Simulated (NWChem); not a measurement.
System meant: CHAgO₂; SMILES [O+]#[C-]->[Ag][OH]

The following NWChem deck was run.

```
start job
memory heap 200 mb stack 900 mb global 1100 mb
geometry units angstroms noautoz
  Ag    -0.128191     0.348207     0.000000
  O     -0.343769     2.291987     0.000000
  H      0.501214     2.754494     0.000000
  O      0.113854    -2.735181     0.000000
  C      0.008257    -1.610966     0.000000
end
basis spherical
  * library def2-svp
end
dft
  xc xpbe96 cpbe96
  iterations 150
  mulliken
end
task dft energy
```

End of the output:

```
             Northwest Computational Chemistry Package (NWChem) 7.3.0
             --------------------------------------------------------

 CS  symmetry detected

                             Geometry "geometry" -> ""
                             -------------------------

 Output coordinates in angstroms (scale by  1.889725989 to convert to a.u.)

  No.       Tag          Charge          X              Y              Z
 ---- ---------------- ---------- -------------- -------------- --------------
    1 Ag                  47.0000    -0.00328027     0.26483774     0.00000000
    2 O                    8.0000    -0.06818557     2.21945839     0.00000000
    3 H                    1.0000     0.80997506     2.61536610     0.00000000
    4 O                    8.0000     0.00005304    -2.82803410     0.00000000
    5 C                    6.0000    -0.01845702    -1.69902238     0.00000000

 Effective nuclear repulsion energy (a.u.)     293.6278580867

      Symmetry information
      --------------------

 Group name             Cs
 Group number              2
 Group order               2
 No. of unique centers     5

  pbe96 is a nonlocal functional; adding pw91lda local functional.

                                 NWChem DFT Module
                                 -----------------

 Summary of "ao basis" -> "ao basis" (spherical)
 ------------------------------------------------------------------------------
       Tag                 Description            Shells   Functions and Types
 ---------------- ------------------------------  ------  ---------------------
 Ag                         def2-svp                11       31   5s3p2d1f
 O                          def2-svp                 6       14   3s2p1d
 H                          def2-svp                 3        5   2s1p
 C                          def2-svp                 6       14   3s2p1d

      Symmetry analysis of basis
      --------------------------

        a'         55
        a"         23

            General Information
            -------------------
          SCF calculation type: DFT
          Wavefunction type:  closed shell.
          No. of atoms     :     5
          No. of electrons :    70
           Alpha electrons :    35
            Beta electrons :    35
          Charge           :     0
          Spin multiplicity:     1
          Use of symmetry is: on ; symmetry adaption is: on
          Maximum number of iterations: 150
          AO basis - number of functions:    78
                     number of shells:    32
          Convergence on energy requested:  1.00D-06
          Convergence on density requested:  1.00D-05
          Convergence on gradient requested:  5.00D-04

              XC Information
              --------------
          PerdewBurkeErnzerhof Exchange Functional  1.000
            Perdew 1991 LDA Correlation Functional  1.000 local
           PerdewBurkeErnz. Correlation Functional  1.000 non-local

             Grid Information
             ----------------
          Grid used for XC integration:  medium
          Radial quadrature: Mura-Knowles
          Angular quadrature: Lebedev.
          Tag              B.-S. Rad. Rad. Pts. Rad. Cut. Ang. Pts.
          ---              ---------- --------- --------- ---------
          Ag                  1.60      123           9.0       590
          O                   0.60       49          13.0       434
          H                   0.35       45          11.0       434
          C                   0.70       49          11.0       434
          Grid pruning is: on
          Number of quadrature shells:   315
          Spatial weights used:  Erf1

      Superposition of Atomic Density Guess
      -------------------------------------

 Sum of atomic energies:       -1307.46182739

      Non-variational initial energy
      ------------------------------

 Total energy =   -1312.390906
 1-e energy   =   -2376.920734
 2-e energy   =     770.901970
 HOMO         =      -1.272037
 LUMO         =      -1.120097

      Symmetry analysis of molecular orbitals - initial
      -------------------------------------------------

  Numbering of irreducible representations:

     1 a'          2 a"

  Orbital symmetries:

     1 a'          2 a'          3 a'          4 a'          5 a"
     6 a'          7 a'          8 a'          9 a'         10 a"
    11 a'         12 a"         13 a'         14 a'         15 a'
    16 a"         17 a'         18 a"         19 a'         20 a"
    21 a'         22 a'         23 a'         24 a"         25 a'
    26 a'         27 a'         28 a'         29 a"         30 a'
    31 a'         32 a"         33 a'         34 a'         35 a"
    36 a'         37 a'         38 a"         39 a'         40 a'
    41 a"         42 a'         43 a'         44 a"         45 a'

     ---------------------------------------------
      Total Density - Mulliken Population Analysis
     ---------------------------------------------

    Atom       Charge   Shell Charges
 -----------   ------   -------------------------------------------------------
    1 Ag  47    56.65   2.00  2.01  2.05  3.23 -0.60  6.02  7.41 -0.16 10.05 10.63 14.01
    2 O    8     7.82   1.99  1.03  1.01  2.70  1.04  0.05
    3 H    1     0.28   0.28 -0.00  0.01
    4 O    8     3.23   1.99  0.77  0.31  0.13  0.03  0.01
    5 C    6     2.01   1.99  1.13 -0.33  1.00 -1.81  0.03

[...]
```

### Question
Find the fault in this run and fix the input.

### Answer
The run ends normally but its numbers are meaningless: the def2 basis of a heavy element holds valence functions alone and wants its effective core potential (without it all electrons must fit into that basis). This input runs:
```
start job
memory heap 200 mb stack 900 mb global 1100 mb
geometry units angstroms noautoz
  Ag    -0.128191     0.348207     0.000000
  O     -0.343769     2.291987     0.000000
  H      0.501214     2.754494     0.000000
  O      0.113854    -2.735181     0.000000
  C      0.008257    -1.610966     0.000000
end
basis spherical
  * library def2-svp
end
ecp
  Ag library def2-ecp
end
dft
  xc xpbe96 cpbe96
  iterations 150
  mulliken
end
task dft energy
```
It converges to -335.78121 Ha (PBE/def2-SVP with def2 effective core potentials on Ag). The faulty run gave -1408.615 Ha, with all electrons squeezed into the valence basis.
